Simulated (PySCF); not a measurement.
**Broadened absorption spectrum of C8H7F3O**

Compound: C8H7F3O.
Cartesian coordinates in Å at the PBE0-D3(BJ)/def2-SVP level; atoms count from 1:
```xyz
19
C8H7F3O angstrom
O     -3.3157    0.9854    1.0771
C     -2.2468    0.5994    0.6587
C     -1.6763   -0.7027    1.0680
C     -0.4867   -1.1382    0.6274
C      0.4064   -0.3345   -0.2834
C      1.8443   -0.5687    0.0344
F      2.2312   -0.2194    1.2648
C      2.7551   -1.0673   -0.8009
F      2.4700   -1.4440   -2.0267
F      4.0166   -1.2467   -0.5108
C      0.0579    1.1573   -0.2160
C     -1.4399    1.3837   -0.3542
H     -2.2973   -1.3089    1.7329
H     -0.1289   -2.1310    0.9215
H      0.2496   -0.7005   -1.3151
H      0.4059    1.5469    0.7549
H      0.6090    1.7023   -0.9969
H     -1.7799    1.0509   -1.3528
H     -1.7149    2.4439   -0.2637
```

Method used: TDDFT PBE0/def2-SVPD, vertical, gas phase, core orbitals frozen in the response in PySCF.

Each state is given a Gaussian of 0.4 eV full width at half maximum, with ε(max) = 2.175×10⁸ f / Δν̃ (Δν̃ the width in cm⁻¹). The width is an assumption, not a result. The curve ends short of the highest state used, and states not computed would add to its high-energy end.

| E (eV) | ε (L mol⁻¹ cm⁻¹) |
| --- | --- |
| 3.02 | 0 |
| 3.12 | 0 |
| 3.22 | 1 |
| 3.32 | 2 |
| 3.43 | 5 |
| 3.53 | 9 |
| 3.63 | 10 |
| 3.73 | 8 |
| 3.83 | 5 |
| 3.94 | 2 |
| 4.04 | 1 |
| 4.14 | 1 |
| 4.24 | 7 |
| 4.34 | 40 |
| 4.45 | 174 |
| 4.55 | 461 |
| 4.65 | 860 |
| 4.75 | 1137 |
| 4.85 | 1062 |
| 4.96 | 660 |
| 5.06 | 298 |
| 5.16 | 95 |
| 5.26 | 25 |
| 5.36 | 40 |
| 5.47 | 304 |
| 5.57 | 1436 |
| 5.67 | 4805 |
| 5.77 | 11369 |
| 5.87 | 19024 |
| 5.98 | 22468 |
| 6.08 | 18212 |
| 6.18 | 10599 |
| 6.28 | 4756 |
| 6.38 | 2196 |
| 6.49 | 1502 |
| 6.59 | 1306 |

Task: Where are the band maxima, and which computed states make them?

Result: 343 nm (3.62 eV), ε about 10, made up of S1 (100%); 259 nm (4.78 eV), ε about 1200, made up of S2 (100%); 208 nm (5.97 eV), ε about 23000, made up of S3 (100%) (ε in L mol⁻¹ cm⁻¹; maxima over ε = 5, shares over 10%). The states used: S1 3.62 eV (f 0.0001); S2 4.78 eV (f 0.017); S3 5.97 eV (f 0.334); S4 6.41 eV (f 0.0023); S5 6.51 eV (f 0.017); S6 6.87 eV (f 0.0020); S7 6.95 eV (f 0.011); S8 7.04 eV (f 0.033); S9 7.14 eV (f 0.0039); S10 7.19 eV (f 0.0078).

Task: On this curve, what absorbance would a 10⁻⁴ mol/L sample give at 266 nm over a 1 cm path?

Result: 266 nm is 4.661 eV, where ε is about 900 L mol⁻¹ cm⁻¹, so A = ε c l ≈ 0.09 (Beer–Lambert, with the gas-phase spectrum and the assumed width).

Task: Coming from long wavelengths, where does ε first pass 100 L mol⁻¹ cm⁻¹?

Result: At about 281 nm (4.41 eV), 0.79 eV above S1.

Task: Does any computed singlet lie in the visible range?

Result: No computed singlet lies in the visible range (380 to 750 nm); the lowest, at 343 nm, stands 0.36 eV above its violet end (3.26 eV); a Tamm–Dancoff triplet lies at 399 nm, without intensity as long as spin–orbit coupling is left out.

Hardware: 2 threads, Intel Xeon Platinum 8488C (x86_64), no GPU, on a shared host. Cost: 84 s wall, 3.1 min CPU (grids of density and orbitals included), 1.8 GiB resident at most.

One conformer stands for the species.
